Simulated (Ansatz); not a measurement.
GeHMe2(tBu) (C6H16Ge). Charge 0, multiplicity 1. Geometry r2SCAN-D4/def2-SVP.

```
atom    x (Å)    y (Å)    z (Å)
  C1   0.5547   1.2213  -2.1218
  C2  -1.4637   2.0235   0.2187
  C3   0.2205  -0.7469   0.4471
  C4  -1.0116  -1.4649  -0.1143
  C5   0.1729  -0.7511   1.9791
  C6   1.4963  -1.4465  -0.0346
 Ge7   0.2370   1.1401  -0.1898
  H8   1.3837   1.8808   0.5422
  H9   0.5288   2.2667  -2.4669
 H10  -0.2219   0.6617  -2.6668
 H11   1.5368   0.7989  -2.3827
 H12  -1.6901   1.9791   1.2951
 H13  -2.2889   1.5449  -0.3313
 H14  -1.4225   3.0830  -0.0786
 H15  -1.0273  -2.5210   0.2161
 H16  -1.9507  -1.0005   0.2305
 H17  -1.0214  -1.4682  -1.2177
 H18  -0.7305  -0.2491   2.3649
 H19   1.0509  -0.2470   2.4168
 H20   0.1606  -1.7890   2.3633
 H21   2.4060  -0.9381   0.3284
 H22   1.5503  -1.4897  -1.1353
 H23   1.5301  -2.4883   0.3375
```

Another isomer (singlet) lies 0.20 eV lower at PBE0-D4/def2-TZVP; other spin states weren't run for this one.

Q: Estimate the orbital energies around the gap (eV) in Ansatz with PBE-D4/def2-SVP, PBE-D4/def2-TZVP, PBE0-D4/def2-SVP, PBE0-D4/def2-TZVP, r2SCAN0-D4/def2-TZVP.

A: 
| orbital | PBE-D4/def2-SVP | PBE-D4/def2-TZVP | PBE0-D4/def2-SVP | PBE0-D4/def2-TZVP | r2SCAN0-D4/def2-TZVP |
| --- | --- | --- | --- | --- | --- |
| HOMO−9 | -9.45 | -9.55 | -11.02 | -11.08 | -11.33 |
| HOMO−8 | -9.30 | -9.41 | -10.86 | -10.93 | -11.18 |
| HOMO−7 | -9.05 | -9.16 | -10.60 | -10.66 | -10.91 |
| HOMO−6 | -9.02 | -9.12 | -10.56 | -10.62 | -10.87 |
| HOMO−5 | -8.58 | -8.67 | -10.10 | -10.15 | -10.39 |
| HOMO−4 | -7.85 | -7.93 | -9.27 | -9.30 | -9.49 |
| HOMO−3 | -7.83 | -7.91 | -9.26 | -9.29 | -9.48 |
| HOMO−2 | -7.14 | -7.24 | -8.46 | -8.51 | -8.71 |
| HOMO−1 | -6.96 | -7.03 | -8.26 | -8.28 | -8.46 |
| HOMO | -6.05 | -6.13 | -7.25 | -7.27 | -7.42 |
| LUMO | 0.60 | 0.09 | 1.43 | 0.87 | 1.28 |
| LUMO+1 | 1.15 | 0.64 | 2.00 | 1.43 | 1.79 |
| LUMO+2 | 1.24 | 0.73 | 2.08 | 1.54 | 1.92 |
| LUMO+3 | 1.72 | 1.27 | 2.68 | 2.17 | 2.49 |
| LUMO+4 | 1.91 | 1.43 | 2.82 | 2.27 | 2.68 |
| LUMO+5 | 2.07 | 1.52 | 2.97 | 2.37 | 2.77 |
